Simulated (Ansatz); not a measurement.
`C[SiH](C)[NH][GeH3]`, 16 atoms. Total charge 0; spin multiplicity 1. Correlated methods include outer-core shells of Ge, which these sets cover unevenly. Scalar relativity is left out up to krypton. All runs use 4 threads of an Arm Neoverse V1 on a shared host. Correlated methods freeze the cores.

**Question.** How many basis functions does each run have, and how long does it take in Ansatz? RKS r2SCAN0-D4/def2-TZVPP energy; RKS PBE0-D4/def2-SVP energy; direct RPA on PBE orbitals/def2-TZVPP energy; RKS ωB97M-V/def2-SVP energy; RKS ωB97X-V/def2-TZVPP energy; RHF-MP2/def2-TZVPP energy; RHF-CCSD(T)/def2-SVP energy; RKS ωB97M-V/def2-QZVPP energy; RHF-MP2/def2-QZVPP energy; RKS PBE0-D4/def2-QZVPP energy; RKS PBE0-D4/def2-TZVP relaxation (12 steps); RKS LC-ωPBE/def2-TZVPP energy. (Estimate.)

**Answer.** Computed: Other jobs shared the machine, so times are rough.

| level | job | functions | wall time | peak host memory (GiB) |
| --- | --- | --- | --- | --- |
| RKS PBE0-D4/def2-SVP | energy | 147 | 2.3 s | 0.47 |
| RKS LC-ωPBE/def2-TZVPP | energy | 337 | 6 s | 0.87 |
| RKS ωB97M-V/def2-SVP | energy | 147 | 9.5 s | 0.62 |
| RHF-MP2/def2-TZVPP | energy | 337 | 11 s | 1.1 |
| RKS r2SCAN0-D4/def2-TZVPP | energy | 337 | 11 s | 1.3 |
| direct RPA on PBE orbitals/def2-TZVPP | energy | 337 | 13 s | 1.1 |
| RKS ωB97X-V/def2-TZVPP | energy | 337 | 18 s | 1.5 |
| RKS PBE0-D4/def2-QZVPP | energy | 660 | 31 s | 3.3 |
| RHF-CCSD(T)/def2-SVP | energy | 147 | 32 s | 1.2 |
| RKS ωB97M-V/def2-QZVPP | energy | 660 | 55 s | 4 |
| RKS PBE0-D4/def2-TZVP | relaxation (12 steps) | 244 | 84 s | 0.85 |
| RHF-MP2/def2-QZVPP | energy | 660 | 89 s | 6.4 |

LC-ωPBE has ω = 0.4 bohr⁻¹.
